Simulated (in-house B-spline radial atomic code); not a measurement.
The numbers below are computed, except where a source is named.
## Co ion on Ti atom: potential, deflection and energy transfer

The pair potential comes from two frozen, spherical free-atom densities (PBE, B-spline radial code, scalar-relativistic past argon): electrostatics plus the change in Thomas-Fermi kinetic and Dirac exchange energy where they overlap, the recipe behind the universal ZBL potential, which averages such potentials (from solid-state densities) over many pairs. It is written V = (Z1 Z2 e²/r) φ(r/a), with e² = 14.3996 eV·Å and a = 0.46850 Å/(Z1^0.23 + Z2^0.23); ZBL's fit is φ = 0.18175 e^(−3.1998x) + 0.50986 e^(−0.94229x) + 0.28022 e^(−0.4029x) + 0.02817 e^(−0.20162x). Where φ falls below 4e-4 it is continued as an exponential.

Masses 58.93 and 47.87 u.

```
x = r/a  φ, this pair    φ, ZBL
    0.1        0.8958    0.8928
    0.5        0.6286    0.6096
    1.5        0.3186    0.2995
      3        0.1436    0.1292
      5       0.05822   0.05224
      8       0.01908   0.01705
     12      0.005103   0.00474
     17      0.001242  0.001212
```

**Question.** At x = 1 the electrostatic, kinetic and exchange parts are 23406.5, 10268.76 and -377.22 eV. Find r, V and φ.

**Answer.** a = 0.46850/(2.1341 + 2.0359) = 0.11235 Å, so r = 0.11235 Å. V = 23406.5 + 10268.76 + (-377.22) = 33298.04 eV. The bare repulsion is 27 × 22 × 14.3996/0.11235 = 76131 eV, so φ = 0.4374, +5.0 % against ZBL's 0.4164. The kinetic (Pauli) term is 31 % of V here.

**Question.** The ion comes in at 16.99 keV with impact parameter 0.5618 Å. The scattering integral gives a centre-of-mass angle of 11.89° and a closest approach of 5.267 a. What are the reduced energy, the energy passed on and the laboratory angles?

**Answer.** ε = E a M2/(Z1 Z2 e² (M1 + M2)) = 16990 × 5.8875e-06 = 0.1. The most that one collision can pass on is γE with γ = 4 M1 M2/(M1 + M2)² = 0.9893. Here T = γE sin²(θ/2) = 0.9893 × 16990 × 0.01072 = 180.2 eV. The ion turns by arctan(sin θ/(cos θ + M1/M2)) = 5.3°, and the struck atom leaves at (180° − θ)/2 = 84.1°. The closest approach is 0.592 Å. With ZBL the angle would be 10.78° and T = 148.3 eV.
